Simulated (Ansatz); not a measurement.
H3AlSe3 (SMILES [SeH][Al]([SeH])[SeH]), singlet, geometry from GFN2-xTB (such geometries of metal compounds can be far from the true shape).

The Ansatz (a first-principles code) input:
Ansatz 0.2 input:
```yaml
crystal:
  periodic: [false, false, false]
  atoms:
    - {symbol: Al, position_ang: [-0.02171013, 0.02263406, -0.00671699]}
    - {symbol: Se, position_ang: [-2.23951575, -0.62824339, 0.00924609]}
    - {symbol: H, position_ang: [-1.85320020, -1.96265461, 0.40616848]}
    - {symbol: Se, position_ang: [0.56241463, 2.22154555, -0.44381204]}
    - {symbol: H, position_ang: [1.93118763, 1.87855420, -0.75626833]}
    - {symbol: Se, position_ang: [1.60556784, -1.58160271, 0.42761428]}
    - {symbol: H, position_ang: [2.63637532, -0.60792335, 0.67377798]}
basis:
  gaussian:
    orbitals: STO-3G
hamiltonian:
  xc: b3lyp
```

**Question.** What does this run give for the total energy, number of basis functions?

**Answer.** 
The total energy is -7366.0434 Eh. The number of basis functions is 66.
